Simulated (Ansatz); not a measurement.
The inner images of a band of BH4NO + FH (9 atoms, charge 0, multiplicity 1) are given out of order.

Method: RKS revPBE/def2-SVP (Ansatz).

First end point:

```xyz
9
Properties=species:S:1:pos:R:3
B 0.110 -0.393 0.302
N 0.003 -0.091 1.704
H -0.860 -0.292 2.209
H 0.834 -0.124 2.302
O 1.368 -0.447 -0.247
H 1.334 -0.564 -1.211
H -0.908 -0.571 -0.342
F -0.312 2.468 0.710
H -0.203 1.661 1.208
```

Last end point:

```xyz
9
Properties=species:S:1:pos:R:3
B 0.067 0.341 0.092
N -0.106 0.222 1.775
H -0.445 -0.709 2.051
H 0.819 0.367 2.211
O 1.226 -0.481 -0.112
H 1.315 -0.695 -1.054
H -1.017 -0.057 -0.369
F 0.261 1.726 -0.099
H -0.755 0.933 2.138
```

Put them in order from the first end to the last, with their energies above the first end.
A.
```xyz
9
Properties=species:S:1:pos:R:3
B 0.074 -0.279 0.331
N -0.013 -0.052 1.766
H -0.858 -0.318 2.273
H 0.837 -0.158 2.327
O 1.336 -0.363 -0.200
H 1.319 -0.412 -1.170
H -0.948 -0.446 -0.308
F -0.219 2.145 0.433
H -0.163 1.529 1.182
```
B.
```xyz
9
Properties=species:S:1:pos:R:3
B 0.011 0.145 0.156
N -0.037 0.195 1.809
H -0.837 -0.249 2.273
H 0.845 -0.059 2.274
O 1.315 -0.319 -0.176
H 1.365 -0.464 -1.135
H -0.974 -0.456 -0.282
F -0.172 1.620 0.017
H -0.150 1.233 1.696
```
C.
```xyz
9
Properties=species:S:1:pos:R:3
B 0.034 0.299 0.090
N -0.097 0.228 1.782
H -0.664 -0.568 2.103
H 0.856 0.126 2.163
O 1.272 -0.405 -0.104
H 1.402 -0.596 -1.046
H -1.008 -0.226 -0.342
F 0.080 1.689 -0.159
H -0.508 1.099 2.146
```
D.
```xyz
9
Properties=species:S:1:pos:R:3
B 0.001 0.256 0.089
N -0.072 0.243 1.792
H -0.824 -0.353 2.160
H 0.834 -0.102 2.143
O 1.307 -0.306 -0.120
H 1.439 -0.529 -1.055
H -0.984 -0.401 -0.291
F -0.122 1.633 -0.211
H -0.214 1.207 2.126
```
E.
```xyz
9
Properties=species:S:1:pos:R:3
B 0.042 -0.047 0.272
N -0.030 0.123 1.803
H -0.839 -0.288 2.277
H 0.839 -0.107 2.300
O 1.324 -0.322 -0.178
H 1.341 -0.440 -1.142
H -0.966 -0.423 -0.301
F -0.191 1.804 0.276
H -0.154 1.347 1.327
```

A (+2.3 kcal/mol), E (+10.7 kcal/mol), B (-6.6 kcal/mol), D (-13.0 kcal/mol), C (-13.3 kcal/mol).

Run time: 50 s on 1 thread of AMD EPYC 9R45 96-Core Processor (Zen 5) (shared host), peak memory 0.13 GiB.
